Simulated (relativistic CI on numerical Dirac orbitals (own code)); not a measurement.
## Calculated levels, Tm XLII

Calculated at this level of theory: Dirac-Coulomb-Breit CI, orbitals from a KLI potential per configuration, QED by a radiative potential, unscaled Slater integrals (own radial code, finite nucleus).

CI space (outside the closed core [Ne]): 3s²3p⁶3d¹⁰, 3s²3p⁶3d⁹4s, 3s²3p⁶3d⁹4p, 3s²3p⁶3d⁹4d, 3s²3p⁵3d¹⁰4s, 3s²3p⁶3d⁹4f, 3s²3p⁵3d¹⁰4p, 3s²3p⁶3d⁸4s², 3s²3p⁵3d¹⁰4d, 3s²3p⁶3d⁸4s4p, 3s3p⁶3d¹⁰4s, 3s²3p⁶3d⁹5s, 3s²3p⁶3d⁸4p², 3s²3p⁶3d⁸4s4d, 3s²3p⁵3d¹⁰4f, 3s²3p⁶3d⁹5p. Levels of other configurations are missing.

```tsv
No.	Configuration	Term	J	E (eV)	%	Next component (%)	Lifetime (s)
1	3s²3p⁶3d¹⁰	¹S	0	0.00	100		
2	3s²3p⁶3d⁹4s	³D	3	1284.42	100		
3	3s²3p⁶3d⁹4s	¹D	2	1286.10	57	43 ³D	3.05e-10
4	3s²3p⁶3d⁹4s	³D	1	1331.59	100		1.17e-06
5	3s²3p⁶3d⁹4s	³D	2	1332.71	57	43 ¹D	3.95e-10
6	3s²3p⁶3d⁹4p	³P°	2	1369.25	53	32 ³D°	2.65e-11
7	3s²3p⁶3d⁹4p	³F°	3	1370.37	46	33 ¹F°	2.58e-11
8	3s²3p⁶3d⁹4p	³F°	2	1416.49	78	15 ¹D°	2.58e-11
9	3s²3p⁶3d⁹4p	³D°	1	1419.49	50	26 ¹P°	2.44e-13
10	3s²3p⁶3d⁹4p	³F°	4	1440.25	100		4.02e-12
11	3s²3p⁶3d⁹4p	¹D°	2	1442.14	52	37 ³P°	4.03e-12
12	3s²3p⁶3d⁹4p	¹P°	1	1443.12	65	31 ³P°	1.12e-13
13	3s²3p⁶3d⁹4p	³D°	3	1444.93	72	26 ¹F°	3.73e-12
14	3s²3p⁶3d⁹4p	³P°	0	1484.39	100		4.30e-12
15	3s²3p⁶3d⁹4p	³D°	1	1488.63	46	45 ³P°	7.79e-13
16	3s²3p⁶3d⁹4p	³F°	3	1488.78	52	40 ¹F°	3.98e-12
17	3s²3p⁶3d⁹4p	³D°	2	1491.24	54	22 ¹D°	3.78e-12
18	3s²3p⁶3d⁹4d	³S	1	1568.24	49	42 ³P	2.08e-12
19	3s²3p⁶3d⁹4d	³G	4	1572.88	52	41 ¹G	1.83e-12
20	3s²3p⁶3d⁹4d	³D	2	1574.13	50	34 ³P	1.83e-12
21	3s²3p⁶3d⁹4d	³F	3	1576.24	48	24 ³D	1.75e-12
22	3s²3p⁶3d⁹4d	¹P	1	1585.44	57	21 ³D	4.37e-12
23	3s²3p⁶3d⁹4d	³G	5	1586.80	100		4.11e-12
24	3s²3p⁶3d⁹4d	³D	3	1590.37	59	37 ¹F	4.01e-12
25	3s²3p⁶3d⁹4d	¹D	2	1591.44	48	40 ³P	3.65e-12
26	3s²3p⁶3d⁹4d	³F	4	1592.08	81	19 ¹G	3.88e-12
27	3s²3p⁶3d⁹4d	³P	0	1602.47	93	7 ¹S	2.76e-12
28	3s²3p⁶3d⁹4d	³D	1	1619.19	49	40 ¹P	1.96e-12
29	3s²3p⁶3d⁹4d	³G	3	1619.55	82	16 ¹F	1.81e-12
30	3s²3p⁶3d⁹4d	³F	2	1624.79	65	31 ¹D	1.71e-12
31	3s²3p⁶3d⁹4d	³P	1	1632.67	53	23 ³D	4.03e-12
32	3s²3p⁶3d⁹4d	³G	4	1635.47	48	41 ¹G	4.06e-12
33	3s²3p⁶3d⁹4d	³D	2	1637.07	48	22 ³P	3.92e-12
34	3s²3p⁶3d⁹4d	³F	3	1638.80	51	27 ¹F	3.91e-12
35	3s²3p⁶3d⁹4d	¹S	0	1663.44	91	7 ³P	9.62e-13
36	3s²3p⁵3d¹⁰4s	³P°	2	1682.10	100		5.78e-13
37	3s²3p⁵3d¹⁰4s	¹P°	1	1684.99	66	34 ³P°	5.87e-14
38	3s²3p⁶3d⁹4f	³P°	0	1720.86	100		4.77e-12
39	3s²3p⁶3d⁹4f	³P°	1	1723.34	78	22 ³D°	1.75e-12
40	3s²3p⁶3d⁹4f	³H°	5	1727.33	53	44 ¹H°	4.47e-12
41	3s²3p⁶3d⁹4f	³D°	2	1727.55	52	38 ³P°	4.75e-12
42	3s²3p⁶3d⁹4f	³H°	6	1729.57	100		5.54e-12
43	3s²3p⁶3d⁹4f	³F°	3	1730.74	55	32 ³D°	4.47e-12
44	3s²3p⁶3d⁹4f	¹D°	2	1731.25	56	30 ³F°	5.19e-12
45	3s²3p⁶3d⁹4f	³G°	4	1731.87	50	19 ³F°	4.32e-12
```

Energies count from the lowest computed level; ° marks odd parity; lifetimes are radiative, by E1, M1, E2, M2 decay to levels of this space only; some are left blank where a channel outside the calculation adds to the decay or the decay crosses a small, uncertain gap.

The mean weight of the leading LS term, summed over parents, in these 45 levels is 67 %, and that of the leading jj configuration (from the same eigenvectors) 96 %, so jj coupling describes them better and the LS labels are nominal.

At this charge energies of transitions that change n are usually good to better than 1 %, and those within a shell (Δn = 0) to a few per cent.

LS names give the leading component of a level, which can be under half, so a name can repeat, a term be missing and a line seem to break the LS rules.
